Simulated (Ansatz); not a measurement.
C₁₂H₂₈O₃Sn⁺, that is SnH(OtBu)3 with one electron fewer. Total charge 1; doublet. Geometry PBE-D4/def2-SVP, that of the neutral singlet; atoms count from 1.

Cartesian coordinates in Å:
```
Sn 1.200 -0.386 0.115
H 2.841 -0.920 0.249
O 0.312 -1.223 -1.492
C 0.138 -0.525 -2.744
C 1.453 0.149 -3.169
C -0.259 -1.617 -3.746
C -0.977 0.522 -2.602
H 1.361 0.625 -4.166
H 1.730 0.949 -2.449
H 2.273 -0.598 -3.220
H 0.542 -2.380 -3.820
H -0.436 -1.189 -4.753
H -1.186 -2.123 -3.410
H -0.682 1.288 -1.856
H -1.917 0.040 -2.265
H -1.175 1.035 -3.566
O 1.138 1.620 -0.089
C 0.738 2.510 0.975
C 1.515 2.186 2.262
C 1.098 3.911 0.463
C -0.774 2.386 1.217
H 1.278 2.908 3.070
H 1.243 1.175 2.635
H 2.607 2.225 2.074
H 2.186 3.979 0.265
H 0.823 4.688 1.204
H 0.561 4.121 -0.483
H -1.018 1.361 1.562
H -1.333 2.589 0.281
H -1.119 3.103 1.990
O 0.149 -0.901 1.756
C -0.765 -2.020 1.785
C -0.094 -3.274 1.203
C -1.087 -2.218 3.273
C -2.034 -1.673 0.990
H -0.753 -4.162 1.288
H 0.125 -3.131 0.123
H 0.850 -3.494 1.742
H -0.161 -2.440 3.839
H -1.801 -3.053 3.417
H -1.534 -1.295 3.692
H -1.777 -1.504 -0.075
H -2.503 -0.753 1.394
H -2.778 -2.493 1.043
```

In the def2 sets Sn takes a core potential; there is no spin–orbit coupling. Single mean-field runs in def2-TZVP are fitted with def2-universal-jkfit.

**Question.** Estimate the Mulliken populations of the heavy atoms from the PBE0/def2-TZVP orbitals of Ansatz.

**Answer.** 
```json
{"atom": "Sn1", "charge (e)": "1.05", "spin (α − β)": "-0.07"}
{"atom": "O3", "charge (e)": "-0.44", "spin (α − β)": "0.21"}
{"atom": "C4", "charge (e)": "0.14", "spin (α − β)": "0.00"}
{"atom": "C5", "charge (e)": "-0.41", "spin (α − β)": "0.05"}
{"atom": "C6", "charge (e)": "-0.34", "spin (α − β)": "0.00"}
{"atom": "C7", "charge (e)": "-0.38", "spin (α − β)": "0.02"}
{"atom": "O17", "charge (e)": "-0.43", "spin (α − β)": "0.24"}
{"atom": "C18", "charge (e)": "0.14", "spin (α − β)": "0.00"}
{"atom": "C19", "charge (e)": "-0.40", "spin (α − β)": "0.05"}
{"atom": "C20", "charge (e)": "-0.34", "spin (α − β)": "0.00"}
{"atom": "C21", "charge (e)": "-0.39", "spin (α − β)": "0.03"}
{"atom": "O31", "charge (e)": "-0.43", "spin (α − β)": "0.24"}
{"atom": "C32", "charge (e)": "0.14", "spin (α − β)": "0.00"}
{"atom": "C33", "charge (e)": "-0.41", "spin (α − β)": "0.05"}
{"atom": "C34", "charge (e)": "-0.34", "spin (α − β)": "0.00"}
{"atom": "C35", "charge (e)": "-0.39", "spin (α − β)": "0.03"}
```
Mulliken values depend strongly on the basis.

**Question.** Where does the spin sit?

**Answer.** Summed by element: Sn -0.07, H 0.14, O 0.69, C 0.24, of 1 unpaired in all. Largest on single atoms: O17 0.24, O31 0.24, O3 0.21.

**Question.** And the Mayer bond orders between heavy atoms (over 0.3)?

**Answer.** Sn1–O3 0.80 (2.02 Å); Sn1–O17 0.79 (2.02 Å); Sn1–O31 0.79 (2.02 Å); O3–C4 0.90 (1.44 Å); C4–C5 0.94 (1.54 Å); C4–C6 0.99 (1.53 Å); C4–C7 0.99 (1.54 Å); O17–C18 0.89 (1.44 Å); C18–C19 0.94 (1.54 Å); C18–C20 0.99 (1.53 Å); C18–C21 0.98 (1.54 Å); O31–C32 0.89 (1.44 Å); C32–C33 0.94 (1.54 Å); C32–C34 0.99 (1.53 Å); C32–C35 0.98 (1.54 Å).
